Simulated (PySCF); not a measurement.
Identify the unknown among the candidates.

All candidates are C8H12.

- Rotational structure: rotational constants A, B, C: 3.557, 1.261, 1.192 GHz [PBE0-D3(BJ)/def2-SVP]
- Dipole: 0.17 D [CAM-B3LYP/def2-SVPD]
- Polarisability: 103.1 au [CAM-B3LYP/def2-SVPD]
- UV, first state: lowest singlet excitation: 5.11 eV (242 nm, f = 0.487) [TDDFT CAM-B3LYP/def2-SVPD]

Gas-phase values; electronic properties from PySCF, density fitting. Levels stand in brackets. The structure is a single PBE0-D3(BJ)/def2-SVP conformer in the gas phase; no vibrational or solvent corrections.

Problem. Which candidate is it?
A. `C=C/C=C\C(=C)CC`
B. `C=C/C=C/C1CCC1`
C. `C=C(C)/C=C\C(=C)C`

Solution. C. It is `C=C(C)/C=C\C(=C)C`. Numbering: `[CH2:1]=[C:2]([CH3:3])/[CH:4]=[CH:5]\[C:6](=[CH2:7])[CH3:8]`. Its formula, C8H12, gives 3 degrees of unsaturation: 0 rings and 3 π bonds in the structure found. By its constants the optimised geometry is an asymmetric top.

The others, at the same levels:
- `C=C/C=C\C(=C)CC` fails: its computed lowest singlet excitation is 4.85 eV (256 nm, f = 0.909) (against 5.11 eV), static isotropic polarisability is 112.1 au (against 103.1 au) and rotational constant A is 3.235 GHz (against 3.557 GHz).
- `C=C/C=C/C1CCC1` fails: its computed lowest singlet excitation is 5.62 eV (221 nm, f = 0.997) (against 5.11 eV), static isotropic polarisability is 105.2 au (against 103.1 au) and rotational constant A is 8.367 GHz (against 3.557 GHz).

Each candidate is one conformer, not necessarily the lowest. The conformers computed, where there is a choice (atom-mapped SMILES and torsion angles):
- `[CH2:1]=[C:2]([CH3:3])/[CH:4]=[CH:5]\[C:6](=[CH2:7])[CH3:8]`: C1–C2–C4–C5 -138°, C4–C5–C6–C7 -140°
- `[CH2:1]=[CH:2]/[CH:3]=[CH:4]\[C:5](=[CH2:6])[CH2:7][CH3:8]`: C1–C2–C3–C4 180°, C3–C4–C5–C6 173°, C4–C5–C7–C8 -71°
- `[CH2:1]=[CH:2]/[CH:3]=[CH:4]/[CH:5]1[CH2:6][CH2:7][CH2:8]1`: C1–C2–C3–C4 180°, C3–C4–C5–C6 130°
